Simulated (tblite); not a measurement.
Computed values, GFN2-xTB/tblite, gas phase, harmonic and unscaled. Against measured fundamentals such values can be off by several per cent, at times by over 20. Modes of hydrogen on silicon can be 10 to 20 % off. One conformer each. Thermal functions are those of the rigid rotor and harmonic oscillator, without mixing of conformers.

Question: Order these by their zero-point energy, highest first (kcal/mol).
A. `COc1nc(C(C)=O)n[nH]1`
B. `C1=CN(C2CCC2)N=N1`
C. `CCc1cnnc(C)n1`
D. `C(F)(F)[C@@]([SiH2]C)(C#C)C`
E. `CC[C-](Cl)C#N`
F. `[P@+](C)(C(=C)C)(N(C)C)N`
G. `COc1ncpcc1C=O`

Answer: F (133.8), B (92.8), C (90.5), D (86.6), A (78.5), G (68.7), E (49.3).

```json
{"SMILES": "C=C(C)[P@+](C)(N)N(C)C", "atoms": "25", "mass (u)": "147.11", "symmetry number": "1", "modes under 300 cm⁻¹": "13", "ZPE (kcal/mol)": "133.8", "S translation (cal/(mol K))": "40.9", "S rotation": "29.5", "S vibration": "42.0", "S": "112.4", "Cp": "51.2"}
{"SMILES": "c1cn(C2CCC2)nn1", "atoms": "18", "mass (u)": "123.08", "symmetry number": "1", "modes under 300 cm⁻¹": "4", "ZPE (kcal/mol)": "92.8", "S translation (cal/(mol K))": "40.4", "S rotation": "28.5", "S vibration": "20.1", "S": "88.9", "Cp": "30.3"}
{"SMILES": "CCc1cnnc(C)n1", "atoms": "18", "mass (u)": "123.08", "symmetry number": "1", "modes under 300 cm⁻¹": "7", "ZPE (kcal/mol)": "90.5", "S translation (cal/(mol K))": "40.4", "S rotation": "28.8", "S vibration": "28.7", "S": "97.9", "Cp": "34.4"}
{"SMILES": "C#C[C@](C)([SiH2]C)C(F)F", "atoms": "19", "mass (u)": "148.05", "symmetry number": "1", "modes under 300 cm⁻¹": "10", "ZPE (kcal/mol)": "86.6", "S translation (cal/(mol K))": "40.9", "S rotation": "29.5", "S vibration": "38.2", "S": "108.6", "Cp": "45.4"}
{"SMILES": "COc1nc(C(C)=O)n[nH]1", "atoms": "17", "mass (u)": "141.05", "symmetry number": "1", "modes under 300 cm⁻¹": "7", "ZPE (kcal/mol)": "78.5", "S translation (cal/(mol K))": "40.8", "S rotation": "29.6", "S vibration": "30.1", "S": "100.4", "Cp": "36.8"}
{"SMILES": "COc1ncpcc1C=O", "atoms": "16", "mass (u)": "155.01", "symmetry number": "1", "modes under 300 cm⁻¹": "7", "ZPE (kcal/mol)": "68.7", "S translation (cal/(mol K))": "41.1", "S rotation": "30.2", "S vibration": "27.2", "S": "98.4", "Cp": "36.9"}
{"SMILES": "CC[C-](Cl)C#N", "atoms": "11", "mass (u)": "102.01", "symmetry number": "1", "modes under 300 cm⁻¹": "5", "ZPE (kcal/mol)": "49.3", "S translation (cal/(mol K))": "39.8", "S rotation": "27.6", "S vibration": "16.3", "S": "83.7", "Cp": "25.2"}
```

Entropies and Cp are for 298.15 K and 1 bar.
